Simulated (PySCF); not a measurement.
Species: 3,4-dimethylphosphinine, C7H9P.
InChI=1S/C7H9P/c1-6-3-4-8-5-7(6)2/h3-5H,1-2H3

Method used: PySCF 2.14.0, PBE0-D3(BJ)/def2-SVP geometry optimisation, gas phase.

Masses are those of the commonest isotopes; rigid-rotor values at the optimised geometry. 

Q: What are A, B and C (cm⁻¹)?

A: Ia = 172.35, Ib = 335.77, Ic = 501.83 u·Å²; 505379 MHz·u·Å²/I gives 2932, 1505 and 1007 MHz, that is A = 0.09781, B = 0.05021, C = 0.03359 cm⁻¹.

Q: Classify the top.

A: An asymmetric top; Ray's κ = -0.483.

Q: What does the inertial defect say?

A: Not planar: Δ = Ic − Ia − Ib = -6.29 u·Å². For a rigid frame Δ = −2 Σ m c², so Σ m c² = 3.14 u·Å² lies off the ab plane, practically all of it from hydrogen. The atom farthest from that plane is 0.89 Å away.

Q: Give the other two planar moments, Paa and Pbb, and the rms extents of the mass along the axes.

A: Paa = Σ m a² = (Ib + Ic − Ia)/2 = 332.62 and Pbb = Σ m b² = (Ia + Ic − Ib)/2 = 169.20 u·Å². With the mass M = 124.04 u, the rms extents √(P/M) along a, b and c are 1.64, 1.17, 0.16 Å.

Q: Give the coordinates in the principal-axis frame, origin at the centre of mass.

A: The sense of each axis is arbitrary; atoms in the order of the calculation.
```json
{"atom": "C1", "mass (u)": "12.000", "a (Å)": "-2.427", "b (Å)": "1.145", "c (Å)": "0.000"}
{"atom": "C2", "mass (u)": "12.000", "a (Å)": "-1.012", "b (Å)": "0.644", "c (Å)": "0.001"}
{"atom": "C3", "mass (u)": "12.000", "a (Å)": "0.036", "b (Å)": "1.571", "c (Å)": "0.001"}
{"atom": "C4", "mass (u)": "12.000", "a (Å)": "1.388", "b (Å)": "1.250", "c (Å)": "-0.001"}
{"atom": "P5", "mass (u)": "30.974", "a (Å)": "2.024", "b (Å)": "-0.362", "c (Å)": "0.000"}
{"atom": "C6", "mass (u)": "12.000", "a (Å)": "0.537", "b (Å)": "-1.257", "c (Å)": "0.001"}
{"atom": "C7", "mass (u)": "12.000", "a (Å)": "-0.761", "b (Å)": "-0.747", "c (Å)": "0.001"}
{"atom": "C8", "mass (u)": "12.000", "a (Å)": "-1.924", "b (Å)": "-1.701", "c (Å)": "-0.001"}
{"atom": "H9", "mass (u)": "1.008", "a (Å)": "-2.983", "b (Å)": "0.788", "c (Å)": "-0.883"}
{"atom": "H10", "mass (u)": "1.008", "a (Å)": "-2.461", "b (Å)": "2.243", "c (Å)": "-0.003"}
{"atom": "H11", "mass (u)": "1.008", "a (Å)": "-2.983", "b (Å)": "0.792", "c (Å)": "0.883"}
{"atom": "H12", "mass (u)": "1.008", "a (Å)": "-0.240", "b (Å)": "2.632", "c (Å)": "0.001"}
{"atom": "H13", "mass (u)": "1.008", "a (Å)": "2.110", "b (Å)": "2.075", "c (Å)": "-0.001"}
{"atom": "H14", "mass (u)": "1.008", "a (Å)": "0.639", "b (Å)": "-2.349", "c (Å)": "0.001"}
{"atom": "H15", "mass (u)": "1.008", "a (Å)": "-2.559", "b (Å)": "-1.560", "c (Å)": "-0.891"}
{"atom": "H16", "mass (u)": "1.008", "a (Å)": "-1.582", "b (Å)": "-2.744", "c (Å)": "0.010"}
{"atom": "H17", "mass (u)": "1.008", "a (Å)": "-2.573", "b (Å)": "-1.547", "c (Å)": "0.876"}
```

Q: Predict some low-J microwave lines.

A: The dipole components are |μa| = 2.47 D, |μb| = 0.39 D, |μc| = 0.00 D; the mirror of this Cs structure is the ab plane, so μc vanishes by symmetry and there are no c-type lines. The squared components, which scale the intensities, stand as 1.00 : 0.02 (a : b). Some lines, for components of 0.1 D or more:

| type | branch | J(Ka,Kc) | MHz | lower level (cm⁻¹) |
| --- | --- | --- | --- | --- |
| b | R | 3(1,2) ← 2(2,1) | 3925 | 0.475 |
| b | Q | 3(2,1) ← 3(1,2) | 4127 | 0.606 |
| a | Q | 4(1,3) ← 4(1,4) | 4876 | 0.803 |
| a | R | 2(1,1) ← 1(1,0) | 5523 | 0.148 |
| b | Q | 2(2,1) ← 2(1,2) | 5776 | 0.282 |
| b | R | 2(1,2) ← 1(0,1) | 5954 | 0.084 |
| b | Q | 3(2,2) ← 3(1,3) | 6585 | 0.507 |
| a | R | 3(1,3) ← 2(1,2) | 6727 | 0.282 |
| a | R | 3(0,3) ← 2(0,2) | 7131 | 0.248 |
| b | R | 3(1,3) ← 2(0,2) | 7766 | 0.248 |
| a | R | 3(2,1) ← 2(2,0) | 7943 | 0.479 |
| b | Q | 4(3,2) ← 4(2,3) | 8709 | 1.059 |
| b | R | 4(1,4) ← 3(0,3) | 9508 | 0.486 |
| a | R | 4(3,1) ← 3(3,0) | 10318 | 1.009 |
| a | R | 4(2,2) ← 3(2,1) | 10835 | 0.744 |
| b | R | 4(4,0) ← 3(3,1) | 21808 | 1.008 |

Q: Estimate the classical rotational partition function at 10 K, 100 K and 500 K.

A: Point group Cs, symmetry number σ = 1; q = (√π/σ)·√((kT/h)³/(ABC)), k/h = 20836.6 MHz/K: 2530 at 10 K, 80000 at 100 K, 894000 at 500 K.

No PBE0-D3(BJ)/def2-SVP frequencies stand behind this structure, so it isn't proved a minimum. Constants of a rigid frame at the computed geometry: no zero-point averaging, no centrifugal distortion. A rigid rotor knows nothing of internal rotation, which can split or shift real lines.
